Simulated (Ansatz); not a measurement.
Na6Pt⁻, relaxed as a doublet with UKS PBE0-D4/def2-SVPD in Ansatz, starting from the GFN2-xTB geometry. Force threshold 0.02 eV/Å.

In the def2 sets Pt takes a core potential; there is no spin–orbit coupling. The charge -1 doublet is spin-contaminated (final ⟨S²⟩ up to 1.03, 0.75 for a pure state). The relaxation made no stability test and no search for a lower SCF solution. No other spin state of charge -1 was run. The structure comes from a short search, and lower isomers may exist.

Start:

Cartesian coordinates in Å:
```
Pt 0.041 1.923 -0.912
Na 2.536 1.437 0.265
Na -1.378 -0.919 2.188
Na 1.376 -0.487 -1.966
Na 1.699 -1.237 1.934
Na -1.689 -1.872 -1.023
Na -2.584 1.155 -0.486
```

```json
{"step": "1", "energy (eV)": "-29721.2988", "largest force component (eV/Å)": "0.508", "SCF passes": "34"}
{"step": "2", "energy (eV)": "-29721.4384", "largest force component (eV/Å)": "0.331", "SCF passes": "46"}
{"step": "3", "energy (eV)": "-29721.5993", "largest force component (eV/Å)": "0.233", "SCF passes": "46"}
{"step": "4", "energy (eV)": "-29721.7676", "largest force component (eV/Å)": "0.358", "SCF passes": "46"}
{"step": "5", "energy (eV)": "-29721.9707", "largest force component (eV/Å)": "0.472", "SCF passes": "52"}
{"step": "6", "energy (eV)": "-29722.1641", "largest force component (eV/Å)": "0.412", "SCF passes": "54"}
{"step": "7", "energy (eV)": "-29722.2375", "largest force component (eV/Å)": "0.492", "SCF passes": "58"}
{"step": "8", "energy (eV)": "-29722.2438", "largest force component (eV/Å)": "0.263", "SCF passes": "75"}
{"step": "9", "energy (eV)": "-29722.3406", "largest force component (eV/Å)": "0.258", "SCF passes": "96"}
{"step": "10", "energy (eV)": "-29722.4300", "largest force component (eV/Å)": "0.741", "SCF passes": "67"}
{"step": "11", "energy (eV)": "-29722.4583", "largest force component (eV/Å)": "0.244", "SCF passes": "58"}
{"step": "12", "energy (eV)": "-29722.5339", "largest force component (eV/Å)": "0.273", "SCF passes": "64"}
{"step": "13", "energy (eV)": "-29722.5957", "largest force component (eV/Å)": "0.251", "SCF passes": "62"}
{"step": "14", "energy (eV)": "-29722.6150", "largest force component (eV/Å)": "0.296", "SCF passes": "65"}
{"step": "15", "energy (eV)": "-29722.6212", "largest force component (eV/Å)": "0.101", "SCF passes": "52"}
{"step": "16", "energy (eV)": "-29722.6281", "largest force component (eV/Å)": "0.056", "SCF passes": "60"}
{"step": "17 (rejected)", "energy (eV)": "-29722.6133", "largest force component (eV/Å)": "1.357", "SCF passes": "65"}
{"step": "18", "energy (eV)": "-29722.6323", "largest force component (eV/Å)": "0.046", "SCF passes": "59"}
{"step": "19", "energy (eV)": "-29722.6331", "largest force component (eV/Å)": "0.037", "SCF passes": "53"}
{"step": "20", "energy (eV)": "-29722.6386", "largest force component (eV/Å)": "0.052", "SCF passes": "58"}
{"step": "21 (rejected)", "energy (eV)": "-29722.6351", "largest force component (eV/Å)": "0.037", "SCF passes": "50"}
{"step": "22", "energy (eV)": "-29722.6395", "largest force component (eV/Å)": "0.031", "SCF passes": "51"}
{"step": "23 (rejected)", "energy (eV)": "-29722.6352", "largest force component (eV/Å)": "0.612", "SCF passes": "54"}
{"step": "24", "energy (eV)": "-29722.6404", "largest force component (eV/Å)": "0.030", "SCF passes": "56"}
{"step": "25 (rejected)", "energy (eV)": "-29722.6387", "largest force component (eV/Å)": "0.309", "SCF passes": "53"}
{"step": "26", "energy (eV)": "-29722.6409", "largest force component (eV/Å)": "0.026", "SCF passes": "55"}
{"step": "27 (rejected)", "energy (eV)": "-29722.6397", "largest force component (eV/Å)": "0.237", "SCF passes": "46"}
{"step": "28", "energy (eV)": "-29722.6411", "largest force component (eV/Å)": "0.022", "SCF passes": "48"}
{"step": "29", "energy (eV)": "-29722.6412", "largest force component (eV/Å)": "0.015", "SCF passes": "46"}
```

Force components are those of the run's own axes.

End:

```
atom   x (Å)   y (Å)   z (Å)
 Pt1   0.097   0.354  -0.285
 Na2   1.751   1.952   1.248
 Na3  -1.145   0.254   2.226
 Na4   1.349  -0.638  -2.509
 Na5   1.800  -1.516   0.894
 Na6  -1.483  -1.892  -0.767
 Na7  -2.369   1.486  -0.807
```

Bonds lost: Na2–Na4 (atoms count from 1). Bonds formed: Pt1–Na3, Pt1–Na5, Pt1–Na6, Na2–Na3, Na5–Na6 (atoms count from 1).

No frequencies were taken in this run, so the end may be a saddle point.

Run time 5.2 min (4 threads of Arm Neoverse V2 on a shared host), peak host memory 0.6 GiB.
